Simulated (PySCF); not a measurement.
Isomers of C5H11BO3. Method: TDDFT CAM-B3LYP/def2-SVPD, vertical, gas phase, core orbitals frozen in the response (PySCF 2.14.0, density-fitted response routines). Geometries: PBE0-D3(BJ)/def2-SVP; one conformer of each isolated species. Triplets are in the Tamm–Dancoff approximation. 'Strongest' means the level of largest summed f among the lowest 10 singlets; it needn't be the same kind of state in each.

Task: Rank by computed lowest singlet excitation energy, highest first.
A. `C1OB(OC1)OC(C)C`
B. `C1[C@@H](OB(O1)O)C(C)C`
C. `CC[C@H]1CCOB(O)O1`
D. `C=COB(O)OC(C)C`

Result: C (7.69 eV), B (7.34 eV), A (7.18 eV), D (6.44 eV).

```json
{"SMILES": "CC[C@H]1CCOB(O)O1", "S1 (eV)": "7.69", "f (strongest)": "0.06", "f (S1)": "0.002", "gap (eV)": "10.54", "first f ≥ 0.01 (nm)": "159", "S1 mainly": "H→L (38%)"}
{"SMILES": "CC(C)[C@H]1COB(O)O1", "S1 (eV)": "7.34", "f (strongest)": "0.04", "f (S1)": "0.000", "gap (eV)": "10.19", "first f ≥ 0.01 (nm)": "155", "S1 mainly": "H→L (85%)"}
{"SMILES": "CC(C)OB1OCCO1", "S1 (eV)": "7.18", "f (strongest)": "0.06", "f (S1)": "0.000", "gap (eV)": "10.27", "first f ≥ 0.01 (nm)": "146", "S1 mainly": "H→L (84%)"}
{"SMILES": "C=COB(O)OC(C)C", "S1 (eV)": "6.44", "f (strongest)": "0.26", "f (S1)": "0.018", "gap (eV)": "9.01", "first f ≥ 0.01 (nm)": "193", "S1 mainly": "H→L (81%)"}
```

H and L stand for HOMO and LUMO.

- `CC[C@H]1CCOB(O)O1`: Löwdin shares by element: HOMO oxygen 54% or more, carbon 13% or more, hydrogen 8% or more (atoms not listed hold the other 26%); LUMO boron 44%, oxygen 18% or more, hydrogen 7% or more (atoms not listed hold the other 30%).
- `CC(C)[C@H]1COB(O)O1`: Löwdin shares by element: HOMO oxygen 54% or more, carbon 19% or more (atoms not listed hold the other 27%); LUMO boron 50%, oxygen 23% or more, hydrogen 10% or more (atoms not listed hold the other 18%).
- `CC(C)OB1OCCO1`: Löwdin shares by element: HOMO oxygen 54% or more, carbon 17% or more (atoms not listed hold the other 29%); LUMO boron 41%, carbon 16% or more, oxygen 5% or more (atoms not listed hold the other 38%).
- `C=COB(O)OC(C)C`: Löwdin shares by element: HOMO carbon 66% or more, oxygen 20% or more; LUMO boron 42%, oxygen 25% or more, hydrogen 9% or more (atoms not listed hold the other 24%).

Without π bonds the low states are Rydberg-like; a valence basis with one diffuse set may place them up to an eV too high.
